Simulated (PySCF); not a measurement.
Isomers of C4H5FOS, one GFN2-xTB conformer each. Single-point energies are computed at PBE0/pcSseg-1 (PySCF, gas phase, no added dispersion term), electronic only.

| SMILES | GFN2-xTB relative energy (kJ/mol) |
| --- | --- |
| O=C1CSC[C@@H]1F | 41.7 |
| F[C@@H]1COC(=S)C1 | 0.0 |
| C=C(F)SCC=O | 170.1 |

Conformers: `[O:1]=[C:2]1[CH2:3][S:4][CH2:5][C@@H:6]1[F:7]` with O1–C2–C3–S4 177°, C2–C3–S4–C5 23°, C3–S4–C5–C6 -37°, S4–C5–C6–F7 163°; `[F:1][C@@H:2]1[CH2:3][O:4][C:5](=[S:6])[CH2:7]1` with F1–C2–C3–O4 -107°, C2–C3–O4–C5 -8°, C3–O4–C5–S6 -179°, O4–C5–C7–C2 7°; `[CH2:1]=[C:2]([F:3])[S:4][CH2:5][CH:6]=[O:7]` with C1–C2–S4–C5 -7°, C2–S4–C5–C6 76°, S4–C5–C6–O7 -124°.

Task: What does PBE0/pcSseg-1 give for the same structures?

Result: 
| SMILES | PBE0/pcSseg-1 E (Eh) | PBE0/pcSseg-1 (kJ/mol) | GFN2-xTB (kJ/mol) | point group |
| --- | --- | --- | --- | --- |
| O=C1CSC[C@@H]1F | -728.13091 | 0.0 | 41.7 | C1 |
| F[C@@H]1COC(=S)C1 | -728.12812 | 7.3 | 0.0 | C1 |
| C=C(F)SCC=O | -728.09240 | 101.1 | 170.1 | C1 |

GFN2-xTB puts F[C@@H]1COC(=S)C1 lowest instead; measured from each level's own lowest isomer, the values differ by up to 69.0 kJ/mol (C=C(F)SCC=O: 170.1 against 101.1). As drawn, the highest has a C=C bond outside aromatic rings, which the lowest lacks. Neighbours under 10 kJ/mol apart (O=C1CSC[C@@H]1F and F[C@@H]1COC(=S)C1) can change places with a better method, another conformer or zero-point energy.

Task: Which frontier levels, dipoles and rotational constants go with these structures?

Result: 
```tsv
SMILES	HOMO (eV, PBE0/pcSseg-1)	LUMO (eV)	dipole (D)	A, B, C (MHz)
O=C1CSC[C@@H]1F	-7.08	-1.36	2.18	3460, 2004, 1328
F[C@@H]1COC(=S)C1	-6.52	-1.42	4.24	5176, 1395, 1207
C=C(F)SCC=O	-6.99	-1.37	1.98	3908, 1439, 1126
```
